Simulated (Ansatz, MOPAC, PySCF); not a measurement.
Molecule: silicon monosulfide, SiS, charge 0, multiplicity 1. SMILES: [Si]=S
Coordinates optimised at B3LYP-D3(BJ)/def2-TZVP (Ansatz, a quantum-chemistry and plane-wave program):
```
Si
S 1 1.9380
```

Unscaled harmonic wavenumbers (cm⁻¹) in rising order, each level at the stationary point that it reaches from this structure (no distance between atoms moves by over 0.3 Å); the order of modes can differ between levels, and a negative number is imaginary. B3LYP-D3(BJ)/def2-TZVP (PySCF, at the structure above): 747.

AM1 (MOPAC): 577. Zero-point energy 0.8 against 1.1 kcal/mol; where all levels lie over 400 cm⁻¹, the wavenumbers are on average 0.773 times those of B3LYP-D3(BJ)/def2-TZVP.

PM6 (MOPAC): 657. Zero-point energy 0.9 against 1.1 kcal/mol; where all levels lie over 400 cm⁻¹, the wavenumbers are on average 0.880 times those of B3LYP-D3(BJ)/def2-TZVP.

PM7 (MOPAC): 649. Zero-point energy 0.9 against 1.1 kcal/mol; where all levels lie over 400 cm⁻¹, the wavenumbers are on average 0.869 times those of B3LYP-D3(BJ)/def2-TZVP.

B3LYP/6-31G* (Ansatz): 735. Zero-point energy 1.1 against 1.1 kcal/mol; where all levels lie over 400 cm⁻¹, the wavenumbers are on average 0.985 times those of B3LYP-D3(BJ)/def2-TZVP.
